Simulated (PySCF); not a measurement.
PySCF job for Ti(F)4(OH2) (F4H2OTi), SMILES [OH2]->[Ti]([F])([F])([F])[F], multiplicity 1, C-PCM-ωB97X/def2-SVP. Geometry: PBE0-D3(BJ)/def2-SVP. The multiplicity is an assumed one; other spin states were not compared.

```python
import numpy as np
from pyscf import gto, scf, dft
from pyscf.solvent import pcm

mol = gto.M(
    atom='''
    Ti   -0.23909639    0.00962485   -0.00000000
    F     0.17450266   -0.78179061    1.50909645
    F     0.17450264   -0.78179067   -1.50909641
    F    -0.16490044    1.73997310   -0.00000003
    F    -1.95040440   -0.25004663    0.00000002
    O     2.04749907    0.13866523   -0.00000001
    H     2.38841195   -0.32908759   -0.77332206
    H     2.38841196   -0.32908757    0.77332205
    ''',
    basis='def2-SVP',
    charge=0,
    spin=0,
    max_memory=1600,
    verbose=3,
)
mf = dft.RKS(mol, xc='wb97x').density_fit(auxbasis='def2-universal-jkfit')
mf.grids.level = 3
mf.conv_tol = 1e-9
mf.max_cycle = 100
mf.kernel()
res = {}
for name, eps in {'water': 78.355, 'acetone': 20.493, 'ethanol': 24.852}.items():
    s = mf.PCM()
    s.with_solvent.method, s.with_solvent.eps, s.with_solvent.lebedev_order = 'C-PCM', eps, 29
    s.kernel(mf.make_rdm1())
    res[name] = (s.e_tot, eps, s.dip_moment(), s.mo_energy, s.converged)
    print(f'{name}: electrostatic solvation free energy {(s.e_tot - mf.e_tot) * 627.509474:.3f} kcal/mol')
```

Log of the run:

```
converged SCF energy = -1324.97702292318

WARN: PCM is an experimental feature. It is still in testing.
Features and APIs may be changed in the future.

converged SCF energy = -1324.99340345457
Dipole moment(X, Y, Z, Debye):  4.64075, -1.46161, -0.00000
water: electrostatic solvation free energy -10.279 kcal/mol

WARN: PCM is an experimental feature. It is still in testing.
Features and APIs may be changed in the future.

converged SCF energy = -1324.9927508543
Dipole moment(X, Y, Z, Debye):  4.61518, -1.44956, -0.00000
acetone: electrostatic solvation free energy -9.869 kcal/mol

WARN: PCM is an experimental feature. It is still in testing.
Features and APIs may be changed in the future.

converged SCF energy = -1324.99290543496
Dipole moment(X, Y, Z, Debye):  4.62122, -1.45240, -0.00000
ethanol: electrostatic solvation free energy -9.966 kcal/mol
```

Self-consistency was reached.

Cost: about 60 core-seconds (a rough figure).
